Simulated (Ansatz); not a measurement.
Kohn–Sham single points on `[CH2][Ga]([CH3])[NH2]` radical.

```yaml
crystal:
  periodic: [false, false, false]
  atoms:
    - {symbol: C, position_ang: [-1.093149, 1.720193, -0.220460]}
    - {symbol: Ga, position_ang: [-0.042583, 0.098921, -0.120640]}
    - {symbol: C, position_ang: [0.350812, -0.938189, 1.498541]}
    - {symbol: N, position_ang: [0.634724, -0.499041, -1.704521]}
    - {symbol: H, position_ang: [-1.280851, 2.254410, -1.148826]}
    - {symbol: H, position_ang: [-1.554973, 2.187833, 0.645314]}
    - {symbol: H, position_ang: [-0.064606, -1.945429, 1.416049]}
    - {symbol: H, position_ang: [1.429982, -1.039067, 1.635424]}
    - {symbol: H, position_ang: [-0.065671, -0.469344, 2.391042]}
    - {symbol: H, position_ang: [1.196789, -1.326966, -1.802812]}
    - {symbol: H, position_ang: [0.489515, -0.043311, -2.589132]}
basis:
  gaussian: {orbitals: def2-TZVPP}
magnetization: {spin_polarized: true, initial_magnetization: 1}
hamiltonian: {xc: {name: r2SCANh}, dispersion: d4}
output: {orbitals: {seedname: orbitals}}
```

```sh
$ ansatz run in.yaml --threads 4 --pin off --events-out ev --progress --plain
```

It prints (some lines left out):

```
Functional definition: r2SCANh
1319 factors; their error is unknown
mean field evaluation 1: about -56037.6008 eV, gradient 6.4e1 eV
mean field evaluation 2: about -56013.1926 eV, gradient 9.1e1 eV
mean field evaluation 4: about -56053.8842 eV, gradient 5.4e0 eV
mean field evaluation 8: about -56054.0223 eV, gradient 1.4e-1 eV
mean field evaluation 16: about -56054.0792 eV, gradient 4.7e-4 eV
mean field -56054.07924467 eV, -2059.9494174221 hartree, gradient 3.5e-5 eV, S^2 0.757193; 0 other end points of the search recorded, 0 dependent functions left out
reference -56054.07925855 eV, -2059.9494179323 hartree; 29, 28 occupied and 210, 211 virtual orbitals, 1319 factors
Total energy: -56054.13103746 eV, -2059.9513207719 hartree
```

It took 6.5 s on 4 threads of a server CPU on a shared host, with 0.85 GiB of host memory at the peak.

Changing it to `hamiltonian: {xc: {name: wB97X-V}}` (abridged; 11 s):

```
Functional definition: wB97X-V
mean field evaluation 16: about -56050.9448 eV, gradient 2.2e-4 eV
mean field -56050.94477900 eV, -2059.8342279335 hartree, gradient 5.2e-5 eV, S^2 0.753497
Total energy: -56050.94477708 eV, -2059.8342278627 hartree
```

With the line `hamiltonian: {xc: {name: BHLYP}, dispersion: d4}` (abridged; 5.5 s):

```
Functional definition: BHLYP
mean field evaluation 16: about -56053.9679 eV, gradient 8.3e-4 eV
mean field -56053.96792577 eV, -2059.9453265280 hartree, gradient 3.7e-5 eV, S^2 0.755044
Total energy: -56054.22043456 eV, -2059.9546060547 hartree
```

The same input with `hamiltonian: {xc: {name: CAM-B3LYP}, dispersion: d4}` (abridged; 5.5 s):

```
Functional definition: CAM-B3LYP
mean field evaluation 16: about -56058.2086 eV, gradient 1.7e-4 eV
mean field -56058.20864632 eV, -2060.1011701336 hartree, gradient 3.3e-5 eV, S^2 0.754083
Total energy: -56058.37815017 eV, -2060.1073992853 hartree
```

With the line `hamiltonian: {xc: {name: PBE-QIDH}}` (abridged; 7 s):

```
Functional definition: PBE-QIDH
mean field evaluation 16: about -56028.0245 eV, gradient 1.2e-3 eV
mean field -56028.02451924 eV, -2058.9919239232 hartree, gradient 2.7e-6 eV, S^2 0.757252
12 core orbitals not correlated: weight in the atoms' cores, before any rotation towards them, 1.000 or more for the frozen orbitals, at most 0.000 for the correlated occupied ones
second order -23.66192463 eV of doubles, -0.00000000 eV of singles
Total energy: -56035.91184075 eV, -2059.2817776422 hartree
```

With the line `hamiltonian: {xc: {name: wB97M-V}}` and forces (abridged; 13 s):

```
Functional definition: wB97M-V
mean field evaluation 16: about -56052.0313 eV, gradient 1.7e-4 eV
mean field -56052.03130776 eV, -2059.8741571289 hartree, gradient 3.2e-5 eV, S^2 0.753604
Total energy: -56052.03135866 eV, -2059.8741589994 hartree
Atom 0 force    -0.065566     0.095566     0.005882 eV/Å
Atom 1 force    -0.004775    -0.000846     0.037508 eV/Å
Atom 2 force     0.002598    -0.014809     0.037863 eV/Å
Atom 3 force     0.012501    -0.011135    -0.033090 eV/Å
Atom 4 force     0.019294    -0.057023     0.105362 eV/Å
Atom 5 force     0.046635    -0.043293    -0.100619 eV/Å
Atom 6 force     0.033121     0.074489     0.013988 eV/Å
Atom 7 force    -0.082177     0.003540    -0.003505 eV/Å
Atom 8 force     0.035903    -0.044855    -0.058623 eV/Å
Atom 9 force    -0.015267     0.029874    -0.022414 eV/Å
Atom 10 force     0.017733    -0.031507     0.017647 eV/Å
Dipole moment:     0.022293    -0.022271    -0.052530 e Å
```
